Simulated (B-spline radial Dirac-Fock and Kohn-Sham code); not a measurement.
## Two-hole binding energies of La⁵⁺

System: the La⁵⁺ ion, [Kr] 4d10 5s2 5p4.

Input file task.json (cfg lists n, l and occupation; rrms is the nuclear radius in fm):

```json
{"items": [{
  "Z": 57,
  "q": 5,
  "cfg": [[1, 0, 2], [2, 0, 2], [2, 1, 6], [3, 0, 2], [3, 1, 6], [3, 2, 10], [4, 0, 2], [4, 1, 6], [4, 2, 10], [5, 0, 2], [5, 1, 4]],
  "A": 139,
  "rrms": 4.855,
  "do": ["binding", "quiet", "double"]
}]}
```

Command: `python xray_run.py task.json out`

Method: multi-electron Dirac-Fock with separately optimised hole states, Breit and Lamb-shift corrections added in first order. Computed with a radial B-spline solver. U is the two-hole binding energy less the two single-hole energies, the effective repulsion of the holes after relaxation. Each two-hole energy is an average over J within one jj subconfiguration.

| holes | E(a) (eV) | E(b) (eV) | E(ab) (eV) | U (eV) |
| --- | --- | --- | --- | --- |
| 1s⁻² | 38993.9 | 38993.9 | 78949.6 | 961.8 |
| 1s⁻¹ 2p1/2⁻¹ | 38993.9 | 5962.1 | 45236.7 | 280.7 |
| 1s⁻¹ 3d3/2⁻¹ | 38993.9 | 919.9 | 39991.6 | 77.8 |
| 2s⁻² | 6342.4 | 6342.4 | 12847.4 | 162.7 |
| 2p3/2⁻² | 5554.1 | 5554.1 | 11286.6 | 178.4 |
| 2s⁻¹ 3p1/2⁻¹ | 6342.4 | 1278.3 | 7694.5 | 73.8 |
| 2p1/2⁻¹ 3p3/2⁻¹ | 5962.1 | 1197.1 | 7232.8 | 73.6 |
| 2p3/2⁻¹ 3s⁻¹ | 5554.1 | 1438.4 | ? | ? |
| 2p1/2⁻¹ 3d3/2⁻¹ | 5962.1 | 919.9 | 6957.9 | 75.9 |
| 3p1/2⁻² | 1278.3 | 1278.3 | 2617.2 | 60.6 |
| 3p1/2⁻¹ 3p3/2⁻¹ | 1278.3 | 1197.1 | 2530.4 | 55.0 |
| 3d3/2⁻¹ 3d5/2⁻¹ | 919.9 | 903.1 | 1885.5 | 62.5 |
| 3d5/2⁻² | 903.1 | 903.1 | 1867.7 | 61.5 |
| 4d5/2⁻² | 167.3 | 167.3 | 359.4 | 24.7 |

Question: Give the missing two-hole energy and U.

Answer: E(ab) = 7063.5 eV and U = 71.1 eV.

Run: 33 s of CPU time on 1 thread of Intel(R) Xeon(R) 6975P-C (shared host), peak memory 0.47 GiB.
